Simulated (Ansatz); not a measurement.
Reaction (redistribution): `O[SiH2][NH][GeH3]` + `N[Si@H](F)N[Si@H](N)F` → `F[SiH2][NH][GeH3]` + `N[Si@H](O)N[Si@@H](N)F`

Isolated molecules relaxed with PBE0-D4/def2-TZVP in Ansatz; ΔE leaves out vibrations. CBS: MP2 limit from def2 TZ/QZ plus the TZ coupled-cluster correction, frozen cores. DFT in def2-TZVPP. B3LYP here is the variant with VWN-RPA as its local correlation; programs differ in this. For Ge outer-core shells are correlated without core-valence functions, which leaves a few kJ/mol of doubt a bond. Scalar relativity is left out up to krypton. One conformer a species, not always the lowest.

```tsv
level	ΔE (kJ/mol)
B3LYP-D4	-6.0
SCS-MP2/def2-QZVPP	-5.9
```

Q: What does CCSD(T)/CBS give? (Estimate.)

A: The calculation gave: -6.6 kJ/mol. The listed levels differ from it by 0.6, 0.7 kJ/mol.

Largest T1 diagnostic among the species: 0.012.

In def2-TZVPP, CCSD(T) changes the Hartree–Fock value by −6.5 kJ/mol (the triples alone add −1.4 kJ/mol) and MP2 by −6.5 kJ/mol.

CCSD(T)/CBS has its own doubt, a few kJ/mol and more with outer-core shells, so smaller differences from it don't rank the levels.
